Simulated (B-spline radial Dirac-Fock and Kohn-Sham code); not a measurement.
# K-line shifts caused by a second vacancy in Er²⁺

System: Er²⁺, 1s2 2s2 2p6 3s2 3p6 3d10 4s2 4p6 4d10 4f12 5s2 5p6.

Input file task.json (cfg lists n, l and occupation; rrms is the nuclear radius in fm):

```json
{"items": [{
  "Z": 68,
  "q": 2,
  "cfg": [[1, 0, 2], [2, 0, 2], [2, 1, 6], [3, 0, 2], [3, 1, 6], [3, 2, 10], [4, 0, 2], [4, 1, 6], [4, 2, 10], [4, 3, 12], [5, 0, 2], [5, 1, 6]],
  "A": 166,
  "rrms": 5.2516,
  "do": ["binding", "quiet", "double"]
}]}
```

Run with: `python xray_run.py task.json out`

Level of theory: Dirac-Fock ΔSCF + Breit + QED; a radial finite-basis atomic code. Each two-hole energy is an average over J within one jj subconfiguration, not an observable level; in light atoms, where LS coupling holds, the j-resolved values are not observed lines, and for a K spectator the Kα1 hypersatellite is nearly forbidden. The model has no electron correlation.

Lines without a spectator: Kα2 (K-L2) 48218.4 eV, Kα1 (K-L3) 49124.9 eV, Kβ3 (K-M2) 55474.4 eV, Kβ1 (K-M3) 55667.6 eV. Shifts in eV with one spectator hole (a dash: not computed, or left out as unreliable):

```
spectator hole     Kα2     Kα1      Kβ3      Kβ1
        K (1s)  +867.0  +921.3  +1119.1  +1131.5
    L2 (2p1/2)  +107.1  +141.5        –   +277.4
    L3 (2p3/2)   +87.2   +93.2   +219.2        –
    M2 (3p1/2)       –  +21.47    +43.2    +51.2
    M3 (3p3/2)  +12.86       –    +38.8    +38.9
    M4 (3d3/2)   +4.34   +0.96        –        –
    M5 (3d5/2)   -0.56   +2.95        –        –
```
